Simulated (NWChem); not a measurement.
System: BHSeF₂; SMILES FB(F)[SeH]

NWChem input:

```
start job
memory heap 200 mb stack 900 mb global 1100 mb
geometry units angstroms noautoz
  B      0.004712    -0.949131     0.000000
  F      1.135949    -1.623834     0.000000
  F     -1.127155    -1.623429     0.000000
  Se     0.060067     0.989898     0.000000
  H     -1.403691     1.115291     0.000000
end
basis spherical
  * library def2-svp
end
dft
  xc xpbe96 cpbe96
  iterations 150
  vectors input atomic output neutral.movecs
end
task dft energy
charge 1
dft
  odft
  mult 2
  vectors input atomic output cation.movecs
end
task dft energy
```

NWChem printed, in part:

```
             Northwest Computational Chemistry Package (NWChem) 7.3.0
             --------------------------------------------------------

 CS  symmetry detected

                             Geometry "geometry" -> ""
                             -------------------------

 Output coordinates in angstroms (scale by  1.889725989 to convert to a.u.)

  No.       Tag          Charge          X              Y              Z
 ---- ---------------- ---------- -------------- -------------- --------------
    1 B                    5.0000     0.01006901    -0.96291908     0.00000000
    2 F                    9.0000     1.15381307    -1.61619607     0.00000000
    3 F                    9.0000    -1.10889712    -1.65841566     0.00000000
    4 Se                  34.0000     0.02889347     0.97680855     0.00000000
    5 H                    1.0000    -1.43696660     1.07461010     0.00000000

 Effective nuclear repulsion energy (a.u.)     231.4828772740

      Symmetry information
      --------------------

 Group name             Cs
 Group number              2
 Group order               2
 No. of unique centers     5

  pbe96 is a nonlocal functional; adding pw91lda local functional.

                                 NWChem DFT Module
                                 -----------------

 Summary of "ao basis" -> "ao basis" (spherical)
 ------------------------------------------------------------------------------
       Tag                 Description            Shells   Functions and Types
 ---------------- ------------------------------  ------  ---------------------
 B                          def2-svp                 6       14   3s2p1d
 F                          def2-svp                 6       14   3s2p1d
 Se                         def2-svp                12       32   5s4p3d
 H                          def2-svp                 3        5   2s1p

      Symmetry analysis of basis
      --------------------------

        a'         56
        a"         23

            General Information
            -------------------
          SCF calculation type: DFT
          Wavefunction type:  closed shell.
          No. of atoms     :     5
          No. of electrons :    58
           Alpha electrons :    29
            Beta electrons :    29
          Charge           :     0
          Spin multiplicity:     1
          Use of symmetry is: on ; symmetry adaption is: on
          Maximum number of iterations: 150
          AO basis - number of functions:    79
                     number of shells:    33
          Convergence on energy requested:  1.00D-06
          Convergence on density requested:  1.00D-05
          Convergence on gradient requested:  5.00D-04

              XC Information
              --------------
          PerdewBurkeErnzerhof Exchange Functional  1.000
            Perdew 1991 LDA Correlation Functional  1.000 local
           PerdewBurkeErnz. Correlation Functional  1.000 non-local

             Grid Information
             ----------------
          Grid used for XC integration:  medium
          Radial quadrature: Mura-Knowles
          Angular quadrature: Lebedev.
          Tag              B.-S. Rad. Rad. Pts. Rad. Cut. Ang. Pts.
          ---              ---------- --------- --------- ---------
          B                   0.85       49           8.0       434
          F                   0.50       49          10.0       434
          Se                  1.15      112           8.0       590
          H                   0.35       45           9.0       434
          Grid pruning is: on
          Number of quadrature shells:   304
          Spatial weights used:  Erf1

      Superposition of Atomic Density Guess
      -------------------------------------

 Sum of atomic energies:       -2623.10008165

      Non-variational initial energy
      ------------------------------

 Total energy =   -2624.128001
 1-e energy   =   -4115.143404
 2-e energy   =    1259.532525
 HOMO         =      -0.308930
 LUMO         =       0.076247

      Symmetry analysis of molecular orbitals - initial
      -------------------------------------------------

  Numbering of irreducible representations:

     1 a'          2 a"

  Orbital symmetries:

     1 a'          2 a'          3 a'          4 a'          5 a"
     6 a'          7 a'          8 a'          9 a'         10 a'
    11 a'         12 a"         13 a'         14 a'         15 a"
    16 a'         17 a"         18 a'         19 a'         20 a'
    21 a'         22 a'         23 a'         24 a"         25 a"
    26 a'         27 a'         28 a'         29 a"         30 a'
    31 a"         32 a'         33 a'         34 a'         35 a'
    36 a"         37 a'         38 a'         39 a'

   convergence    iter        energy       DeltaE   RMS-Dens  Diis-err
 ---------------- ----- ----------------- --------- --------- ---------
 d= 0,ls=0.0,diis     1  -2625.6688883899 -2.86D+03  2.05D-02  9.37D-01
 d= 0,ls=0.0,diis     2  -2625.5234246829  1.45D-01  1.15D-02  2.83D+00
 d= 0,ls=0.0,diis     3  -2625.7760489972 -2.53D-01  1.88D-03  4.06D-02
 d= 0,ls=0.0,diis     4  -2625.7781934088 -2.14D-03  1.20D-03  9.54D-03
 d= 0,ls=0.0,diis     5  -2625.7790161322 -8.23D-04  4.50D-04  1.24D-03
  Resetting Diis
 d= 0,ls=0.0,diis     6  -2625.7792078611 -1.92D-04  6.73D-05  3.46D-05
 d= 0,ls=0.0,diis     7  -2625.7792129533 -5.09D-06  4.19D-05  2.72D-06
 d= 0,ls=0.0,diis     8  -2625.7792122482  7.05D-07  2.47D-05  1.03D-05
 d= 0,ls=0.0,diis     9  -2625.7792132637 -1.02D-06  3.59D-06  8.40D-08
 d= 0,ls=0.0,diis    10  -2625.7792132741 -1.04D-08  5.95D-07  6.75D-09

         Total DFT energy =    -2625.779213274075
      One electron energy =    -4116.245926048499
           Coulomb energy =     1370.943815592185
    Exchange-Corr. energy =     -111.959980091750
 Nuclear repulsion energy =      231.482877273989

 Numeric. integr. density =       58.000011714832

[...]
```

Level: PBE/def2-SVP, vertical spin-unrestricted ions. Coordinates come from a PBE0/def2-SVP optimisation.
